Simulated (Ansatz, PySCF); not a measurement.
Reaction (SMILES): C[SiH](F)N[SiH3] + N (NH3) + 2 [SiH4] (SiH4) -> C[SiH3] + F[SiH3] + 2 N[SiH3]
Each molecule is optimised on its own at B3LYP-D3(BJ)/def2-TZVP (Ansatz, an electronic-structure program), one conformer each, not searched for the lowest. Frequencies are from Ansatz or PySCF.
Geometry of the first species:
```xyz
13

Si     0.8017     0.6594    -0.3039
C      1.6931    -0.9113    -0.7270
F      1.3454     1.1346     1.1381
N     -0.9012     0.4471    -0.2836
Si    -1.8640    -0.8964     0.2401
H      1.1013     1.7722    -1.2287
H      1.3956    -1.2742    -1.7127
H      2.7716    -0.7419    -0.7359
H      1.4846    -1.6961     0.0020
H     -1.4246     1.2811    -0.5173
H     -2.7940    -0.5023     1.3251
H     -0.9436    -1.9424     0.7338
H     -2.6775    -1.4518    -0.8690
```

Property: bond separation energy (enthalpy at 298 K, with B3LYP-D3(BJ) rigid-rotor harmonic-oscillator terms), in kcal/mol. Cores are frozen in the correlated levels unless marked. Spin-orbit coupling is left out. Non-relativistic. Basis-set limits of correlation are two-point, X^-3; Hartree-Fock from the larger set. The bracket is a focal-point correction in the basis named.

```
level                                                                 program  bond separation energy (kcal/mol)
-------------------------------------------------------------  --------------  ---------------------------------
PBE0-D3(BJ)/def2-TZVP                                          Ansatz + dftd3                               13.2
BHLYP-D4/def2-TZVPD                                            Ansatz + dftd4                               13.5
r2SCANh-D4/def2-TZVPD                                          Ansatz + dftd4                               13.7
HSE06/def2-TZVPD                                                       Ansatz                               12.1
RI-MP2/cc-pV(Q+d)Z                                                     Ansatz                               12.6
CCSD(T)/6-31G                                                          Ansatz                               19.1
RI-MP2/CBS(cc-pV(T+d)Z,cc-pV(Q+d)Z)+[CCSD(T)-MP2]/cc-pV(T+d)Z          Ansatz                               13.0
```
